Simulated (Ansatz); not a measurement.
Reaction (atomization): `CC1CB1Br` → B• + Br• + 3 C• + 6 H•

Computed with Ansatz on PBE0-D4/def2-TZVP structures; ΔE is electronic, products minus reactants. CCSD(T)/CBS is the MP2 limit (def2-TZVPP, def2-QZVPP) plus CCSD(T) − MP2 in def2-TZVPP, frozen cores. This one scheme is used for every species, atoms too. For atomizations the MP2-based limit and the directly extrapolated one differ by several kJ/mol either way, and by 10 to 25 for some Ge, Se and Sn compounds, so smaller differences from it don't rank the levels. Functionals use def2-TZVPP. No spin–orbit coupling; open shells (•) take unrestricted orbitals. Spin–orbit coupling would lower the free atoms: a little for B, C; clearly for Br. Bonds to Br are less sure, by a few kJ/mol each and by 10 to 20 or more in all where they break to atoms, as the def2 sets lack core-valence functions. Scalar relativity is left out up to krypton.

`CC1CB1Br`:

Cartesian coordinates in Å:
```
C 0.923 0.973 0.475
C -0.374 0.397 -0.038
C -0.745 -1.083 0.293
B -0.437 -0.656 -1.127
Br -0.171 -1.128 -2.921
H 1.744 0.257 0.372
H 0.849 1.239 1.534
H 1.203 1.870 -0.082
H -1.222 1.077 0.034
H -1.763 -1.280 0.618
H -0.007 -1.665 0.841
```

| level | ΔE (kJ/mol) |
| --- | --- |
| PBE-D4 | 4391.6 |
| r2SCAN0-D4 | 4269.7 |
| CAM-B3LYP-D4 | 4289.9 |
| ωB97M-V | 4288.9 |
| r2SCANh | 4290.5 |
| BHLYP | 4149.0 |
| HF/def2-QZVPP | 3224.7 |
| HF/CBS(def2) | 3225.1 |

Q: What does CCSD(T)/CBS give? (Best estimate.)

A: The calculation gave: +4265.2 kJ/mol. The listed levels differ from it by 126.4, 4.5, 24.7, 23.7, 25.3, -116.2, -1040.5, -1040.1 kJ/mol.

Largest T1 diagnostic among the species: 0.014.

From BLYP to BHLYP (50 % exact exchange), in def2-TZVPP and without D4, ΔE moves by −55.7 kJ/mol: exact exchange takes away binding that semilocal exchange gives to molecules. At CCSD(T), def2-SVP lies −160.0 kJ/mol from the extrapolated value and def2-TZVPP −95.8 kJ/mol: correlation converges slowly with the basis, and small sets miss more of it in the bonded molecule than in its fragments. In def2-TZVPP, CCSD(T) changes the Hartree–Fock value by +946.4 kJ/mol (the triples alone add +61.3 kJ/mol) and MP2 by +1030.9 kJ/mol; breaking electron pairs costs correlation energy, which Hartree–Fock lacks.
